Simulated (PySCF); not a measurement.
H4SiZn, SMILES [SiH3][ZnH]. Geometry: B3LYP-D3(BJ)/def2-TZVP.

Computed with B3LYP-D3(BJ)/def2-TZVP run with PySCF.

Harmonic wavenumbers (cm⁻¹): 319, 347, 347, 501, 501, 875, 953, 953, 1839, 2189, 2196, 2196. Rotational constants (GHz): 87.69, 3.750, 3.750; symmetry number 3.

**Question.** Work out the zero-point energy and the ideal-gas rigid-rotor harmonic-oscillator thermochemistry at 298.15 K and 1 atm.

**Answer.** ZPE = ½ Σ hcν = ½ × 13214 cm⁻¹ = 18.89 kcal/mol. H − E(el) = 22.34 kcal/mol. Entropy in cal/(mol K): translation 39.64, rotation 20.90, vibration 5.37, total 65.91. G − E(el) = 2.69 kcal/mol. Cp = 16.68 cal/(mol K).
